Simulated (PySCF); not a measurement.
**Electron affinity of Ta by level of theory**

Ta⁻ [Xe] 4f14 5d4 6s2 (5D) → Ta [Xe] 4f14 5d3 6s2 (4F), as a difference of total energies. Computed with PySCF 2.14 in def2-TZVPPD with the def2 core potential (60 electrons) (6s5p3d2f1g, 59 functions), with scalar relativity through the core potential. Correlated levels: valence: 5s2 5p6 frozen. The calculations carry no spin-orbit coupling.

Q: Order these methods by the electron affinity they give, lowest first.
A. MP2 (valence)
B. UHF
C. CCSD (valence)
D. CCSD(T) (valence)

A: B (-0.895 eV), A (-0.183 eV), C (-0.112 eV), D (-0.019 eV).

The reference lies between the lowest fine-structure levels, while these numbers refer to the centres of the terms.

Errors of the correlated levels include the incompleteness of this basis and the frozen core.

A negative affinity means that the anion lies above the atom at that level of theory.

The coupled-cluster amplitudes are large for Ta⁻ (T1 above 0.03 or a double amplitude above 0.15), so a single reference is strained.

For comparison: 0.329 eV (measured; photodetachment measurements, as compiled on the Wikipedia data page of electron affinities).
